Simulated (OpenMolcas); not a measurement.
Sn2+: CASPT2 settings compared

| Quantity | Value |
| --- | --- |
| Program | OpenMolcas 26.06 |
| Basis | ANO-RCC-VTZP [7s6p4d2f1g] |
| Scalar Hamiltonian | DKH3, point nucleus |
| Active space | 2 electrons in 4 orbitals (5s 5p) |
| State averaging | 2S+1 = 3 even, 3 roots; 2S+1 = 1 even, 7 roots; 2S+1 = 3 odd, 3 roots; 2S+1 = 1 odd, 3 roots |
| Spin-orbit coupling | RASSI with atomic mean-field integrals over the reference wave functions, term energies averaged over their components |

Methods on the same reference wave functions:
A. CASSCF
B. SS-CASPT2, IPEA 0.6 Eh, imaginary shift 0.1 Eh (closed shells correlated: 4s 4p 4d)
C. SS-CASPT2, IPEA 0.2 Eh, sigma1 regulariser 0.1 Eh (closed shells correlated: 4d)
D. SS-CASPT2, IPEA 0.5 Eh, sigma1 regulariser 0.3 Eh (closed shells correlated: 4d)
E. MS-CASPT2, IPEA 0.5 Eh, sigma1 regulariser 0.3 Eh (closed shells correlated: 4d)
F. MS-CASPT2, IPEA 0.2 Eh, sigma1 regulariser 0.1 Eh (closed shells correlated: 4d)

Energies in cm⁻¹ above 5s² ¹S₀, the measured ground level; measured values from Moore, Atomic Energy Levels, vol. III, NSRDS-NBS 35 (1971 reprint of NBS Circular 467, 1958).

| Level | A | B | C | D | E | F | Measured |
| --- | --- | --- | --- | --- | --- | --- | --- |
| 5s² ¹S₀ | 0.0 | 0.0 | 0.0 | 0.0 | 0.0 | 0.0 | 0.0 |
| 5s 5p ³P°₀ | 48789 | 53910 | 53350 | 53560 | 54100 | 53950 | 53548 |
| 5s 5p ³P°₁ | 50262 | 55340 | 54770 | 54990 | 55530 | 55370 | 55196 |
| 5s 5p ³P°₂ | 53522 | 58640 | 58080 | 58290 | 58840 | 58680 | 59229 |
| 5s 5p ¹P°₁ | 85164 | 80050 | 78680 | 79650 | 80200 | 79270 | 79911 |
| 5p² ³P₀ | 123728 | 129130 | 127750 | 128170 | 128710 | 128350 | 127308 |
| 5p² ³P₁ | 125761 | 131360 | 129990 | 130400 | 130940 | 130590 | 130120 |
| 5p² ³P₂ [55 %] | 128235 | 133050 | 131100 | 132070 | 132610 | 131700 | 134567 |
| 5p² ¹D₂ [55 %] | 137188 | 137790 | 135370 | 136770 | 137320 | 135970 | 128205 |
| 5p² ¹S₀ | 156950 | 153710 | 152020 | 152960 | 154050 | 153220 |  |

Deviations, from unrounded energies. A percentage is the sum of absolute deviations over the sum of measured energies, with the sign that they share, or ± where signs differ.

```
           Against measurement  Levels     A     B     C     D     E     F
mean absolute deviation (cm-1)       8  5500  1900  1800  1700  1900  1700
      other configurations (%)       8  ±5.7  ±2.0  ±1.9  ±1.8  ±1.9  ±1.8
```

C, D, F lie about equally close to measurement and A furthest from it. The largest miss of D in the table is 5p² ¹D₂ [55 %], by +8600 cm-1. The ranking rests on the paired levels alone, and a cruder setting can come out closer through cancelling errors.

Among B to F the level of the table that moves most is 5p² ¹D₂ [55 %], by 2400 cm-1 (lowest in C, highest in B). Moves below CASPT2's spread within the term are not significant.

The two smallest mean deviations differ by little beside CASPT2's spread within terms, so their order carries little weight.

The lowest spin-free term lies below A's lowest term by 0.598 hartree in B, 0.414 hartree in C, 0.412 hartree in D, 0.414 hartree in E, 0.416 hartree in F.

CASPT2 does not keep the components of a term degenerate, so their means are used; among the terms shown or strongly mixed into the levels shown the widest spread is 72 cm-1 (5p² ¹D, B). Over all roots computed the reference weight is 0.88 to 0.94 in C, 0.88 to 0.94 in F; the roots of lowest weight are the least certain, and an intruder state may touch them. Some levels mix across a computed gap that differs much from the measured one, so their mixing is not that of the real levels. The ¹D term of p² mixes with s d, which this space lacks. Measured partners are found by configuration, term and J. A level has none where our copy of the source lacks it or the pairing is in doubt (some pairs that miss far off the trend of their configuration count as doubtful), and it then counts in no deviation. Levels of configurations outside the active space are missing.

A share in square brackets marks a mixed level and gives the weight of the term that names it, the lowest over the columns. ° marks odd parity.
